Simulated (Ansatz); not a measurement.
Reaction (hydrogenolysis of a B–O bond): `NCB(O)O` + H₂ → `NCBO` + H₂O

Gas-phase electronic energies from Ansatz, PBE0-D4/def2-TZVP geometries. CCSD(T)/CBS adds triple-zeta CCSD(T) − MP2 to the extrapolated MP2 energy (def2 sets, frozen cores). This one scheme is used for every species. DFT in def2-TZVPP. B3LYP here is the variant with VWN-RPA as its local correlation; programs differ in this. Each species was taken in one conformer, which may not be the lowest.

```csv
level,ΔE (eV)
B3LYP-D4,1.20
PBE0,1.14
```

Question: What does CCSD(T)/CBS give? (Best estimate.)

Answer: Ansatz gave: +1.15 eV. The listed levels differ from it by 0.05, -0.01 eV.

Largest T1 diagnostic among the species: 0.012.

The D4 term adds +0.05 eV with B3LYP and +0.03 eV with PBE0; it sums over pairs of atoms, weighted by their polarisabilities, and B3LYP, whose exchange is more repulsive, gets the larger term. In def2-TZVPP, CCSD(T) changes the Hartree–Fock value by +0.03 eV (the triples alone add +0.02 eV) and MP2 by +0.06 eV.
